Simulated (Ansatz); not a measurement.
`[Cl][Ge]([Cl])([Cl])[Cl]` + H₂S → `[SH][Ge]([Cl])([Cl])[Cl]` + HCl  (ligand exchange at a Ge–Cl bond)

Gas-phase electronic energies from Ansatz, PBE0-D4/def2-TZVP geometries. CCSD(T)/CBS adds triple-zeta CCSD(T) − MP2 to the extrapolated MP2 energy (def2 sets, frozen cores). This one scheme is used for every species. Functionals use def2-TZVPP. HSE06 is defined as in plane-wave codes. For Ge outer-core shells are correlated without core-valence functions, which leaves a few kJ/mol of doubt a bond. Scalar relativity is left out up to krypton. One conformer a species, not always the lowest.

Q: Is it downhill or uphill in electronic energy at CCSD(T)/CBS, and by how much? (Best estimate.)

A: The calculation gave: Uphill: ΔE = +0.15 eV.

Q: What do these levels give: r2SCANh-D4, HSE06-D4, PBE-QIDH, r2SCAN0, RPA@PBE/def2-TZVPP, MP2/def2-SVP? (An estimate is asked.)

A: Ansatz gave: r2SCANh-D4 0.17, HSE06-D4 0.14, PBE-QIDH 0.16, r2SCAN0 0.18, RPA@PBE/def2-TZVPP 0.17, MP2/def2-SVP 0.21 eV.

Largest T1 diagnostic among the species: 0.010.

In def2-TZVPP, CCSD(T) changes the Hartree–Fock value by −0.11 eV (the triples alone add −0.02 eV) and MP2 by −0.13 eV. From BLYP to BHLYP (50 % exact exchange), in def2-TZVPP and without D4, ΔE moves by +0.04 eV.
